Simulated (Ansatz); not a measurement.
Isolated molecules relaxed with PBE0-D4/def2-TZVP in Ansatz; ΔE leaves out vibrations. CCSD(T)/CBS adds triple-zeta CCSD(T) − MP2 to the extrapolated MP2 energy (def2 sets, frozen cores). This one scheme is used for every species. DFT in def2-TZVPP. B3LYP here is the variant with VWN-RPA as its local correlation; programs differ in this. HSE06 is defined as in plane-wave codes. Each species was taken in one conformer, which may not be the lowest.

Reaction (cleavage of the Si–Si bond): `O[SiH](O)[SiH3]` + `NBO` → `NBO[SiH3]` + `O[SiH2]O`

```csv
level,ΔE (kJ/mol),difference from CCSD(T)/CBS
LDA (SPW92),-73.6,26.0
PBE-D4,-70.8,28.8
revPBE-D4,-71.3,28.3
BLYP-D4,-90.4,9.2
r2SCAN-D4,-91.3,8.3
B97M-V,-93.4,6.2
B3LYP-D4,-96.6,3.0
r2SCANh-D4,-93.0,6.6
r2SCAN0-D4,-95.4,4.2
HSE06-D4,-79.8,19.8
CAM-B3LYP-D4,-103.4,-3.8
ωB97X-V,-95.2,4.4
B2PLYP,-104.0,-4.4
PBE,-72.3,27.3
revPBE,-71.5,28.1
BLYP,-93.0,6.6
r2SCAN,-91.6,8.0
PBE0,-81.3,18.3
B3LYP,-99.1,0.5
r2SCANh,-93.3,6.3
r2SCAN0,-95.8,3.8
HSE06,-81.2,18.4
BHLYP,-111.0,-11.4
CAM-B3LYP,-104.9,-5.3
LC-ωPBE,-88.8,10.8
RPA@PBE/def2-TZVPP,-101.8,-2.2
MP2/def2-SVP,-99.3,0.3
CCSD/def2-SVP,-94.7,4.9
CCSD(T)/def2-SVP,-92.4,7.2
HF/def2-TZVPP,-126.0,-26.4
MP2/def2-TZVPP,-108.0,-8.4
SCS-MP2/def2-TZVPP,-112.4,-12.8
CCSD/def2-TZVPP,-103.3,-3.7
CCSD(T)/def2-TZVPP,-99.9,-0.3
HF/def2-QZVPP,-128.2,-28.6
MP2/def2-QZVPP,-108.6,-9.0
SCS-MP2/def2-QZVPP,-112.8,-13.2
HF/CBS(def2),-128.5,-28.9
MP2/CBS(def2),-107.7,-8.1
CCSD/CBS(def2),-103.0,-3.4
CCSD(T)/CBS,-99.6,0
```

Largest T1 diagnostic among the species: 0.013.

From PBE to PBE0 (25 % exact exchange), in def2-TZVPP and without D4, ΔE moves by −9.1 kJ/mol. At CCSD(T), def2-SVP lies +7.2 kJ/mol from the extrapolated value and def2-TZVPP −0.3 kJ/mol.
